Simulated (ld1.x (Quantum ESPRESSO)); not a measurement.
## tin: variants of one TM potential

Base potential:

Sn, norm-conserving Troullier–Martins (Kleinman–Bylander form), made with ld1.x (Quantum ESPRESSO) 7.5 (LDA (PZ), fully relativistic). Core [Kr] 4d10, reference 5s2 5p2. Waves: 5s (bound): rc 1.95 bohr; 5p (bound): rc 2.55 bohr; 5d channel at -0.15 Ry: rc 2.40 bohr. Local part: the d channel. Core correction: none.

Open shells are filled in proportion to 2j + 1 (rel_dist='average').

Cutoffs, loose and tight: the cutoffs (Ry, on a coarse ladder) from which the occupation-weighted sum of valence levels, in a spherical-Bessel basis at the reference potential, stays within 10 and 1 mRy of its value at 400 Ry. They do not see the model core or the augmentation charge, which bear on the density cutoff. Test errors are all-electron minus pseudo excitation energies from the reference, over the configurations 5s2 5p1; 5s2 5p0; 5s1 5p0; 5s2 5p1.5; 5s2 5p2.3; 5s1 5p3; 5s0 5p4. A dash means not determined; rows that change the core or the reference have their own tests. The largest error is taken over the tests solved by every variant that gives reliable tests at all: 5s0 5p4; 5s1 5p3; 5s2 5p1; 5s2 5p1.5; 5s2 5p2.3.

A true bound ghost makes a file unfit for plane-wave use even where its test errors are small: the radial tests pick states by their node count and pass the ghost by. Where a test does run into it, the solver fails or the error is huge.

| change | outcome | cutoff, loose | cutoff, tight | bound ghosts | largest test error (meV) |
| --- | --- | --- | --- | --- | --- |
| base | generated | 12 Ry | 30 Ry | s, p1/2, p3/2 | +58 |
| wave 5p (bound): rc 2.55 bohr becomes 5p (bound): rc 1.64 bohr | generated | 55 Ry | 100 Ry | s, p3/2, p1/2 | +148 |
| wave 5p (bound): rc 2.55 bohr becomes 5p (bound): rc 1.88 bohr | generated | 25 Ry | 45 Ry | s, p3/2, p1/2 | +69 |
| wave 5p (bound): rc 2.55 bohr becomes 5p (bound): rc 2.12 bohr | generated | 12 Ry | 30 Ry | s, p3/2, p1/2 | +58 |
| wave 5p (bound): rc 2.55 bohr becomes 5p (bound): rc 2.36 bohr | generated | 12 Ry | 30 Ry | s, p1/2, p3/2 | +56 |
| wave 5p (bound): rc 2.55 bohr becomes 5p (bound): rc 2.64 bohr | generated | 12 Ry | 30 Ry | s, p1/2, p3/2 | +58 |
| wave 5p (bound): rc 2.55 bohr becomes 5p (bound): rc 2.86 bohr | generated | 12 Ry | 30 Ry | s, p1/2, p3/2 | +64 |
| wave 5p (bound): rc 2.55 bohr becomes 5p (bound): rc 3.10 bohr | generated | 12 Ry | 30 Ry | s, p1/2, p3/2 | +71 |
| wave 5p (bound): rc 2.55 bohr becomes 5p (bound): rc 3.30 bohr | generated | 12 Ry | 30 Ry | s, p1/2, p3/2 | +77 |
| wave 5p (bound): rc 2.55 bohr becomes 5p (bound): rc 3.54 bohr | generated | 12 Ry | 30 Ry | s, p1/2, p3/2 | +87 |
| wave 5p (bound): rc 2.55 bohr becomes 5p (bound): rc 3.90 bohr | generated | 12 Ry | 30 Ry | s, p1/2, p3/2 | +99 |

Reading the sweep of the p radius (base included, trends over the rows without a ghost): Bound ghosts are found at 1.64, 1.88, 2.12, 2.36, 2.55, 2.64, 2.86, 3.1, 3.3, 3.54, 3.9 bohr. Every judged row has one, so this setting neither creates nor removes them.
